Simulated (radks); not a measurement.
Species: Er18+. Configuration: [Kr] 4d10 4f4. Calculated with a radial shooting solver on a logarithmic mesh with Libxc functionals: non-relativistic Kohn-Sham, PBE, spin-polarised, spherical densities, point nucleus; open shells are filled with parallel spins first (spin-orbit coupling, left out, can overturn this in heavy ions); relativity is left out, which matters for an element this heavy.

Radial electron density D(r) = 4 pi r^2 rho(r):

```
   r/bohr * D(r) (the largest magnitude, 119, reaches the edge; | marks zero)
 0.002254 |    *
 0.002562 |     *
 0.002888 |      *
 0.003283 |        *
 0.003731 |          *
 0.004207 |            *
 0.004781 |               *
  0.00539 |                 *
 0.006127 |                    *
 0.006963 |                        *
 0.007851 |                           *
 0.008923 |                              *
  0.01006 |                                 *
  0.01143 |                                    *
    0.013 |                                      *
  0.01465 |                                       *
  0.01665 |                                       *
  0.01878 |                                       *
  0.02134 |                                      *
  0.02406 |                                     *
  0.02735 |                                    *
  0.03108 |                                    *
  0.03505 |                                     *
  0.03983 |                                        *
  0.04491 |                                           *
  0.05104 |                                                *
  0.05801 |                                                    *
  0.06541 |                                                      *
  0.07434 |                                                      *
  0.08382 |                                                   *
  0.09526 |                                               *
   0.1074 |                                            *
   0.1221 |                                           *
   0.1387 |                                            *
   0.1564 |                                               *
   0.1778 |                                                *
   0.2005 |                                               *
   0.2278 |                                        *
    0.259 |                                *
    0.292 |                         *
   0.3318 |                     *
   0.3741 |                     *
   0.4252 |                       *
   0.4833 |                        *
   0.5449 |                      *
   0.6193 |                  *
   0.6983 |            *
   0.7936 |      *
   0.8948 |   *
    1.017 | *
    1.156 |*
    1.303 *
    1.481 *
     1.67 *
    1.898 *
```

D(r) has 4 maxima, at r = 0.0165, 0.0686, 0.178, 0.476 bohr, and minima at 0.0294, 0.121, 0.348 bohr, inside which lie 1.95, 11.45, 29.53 electrons.
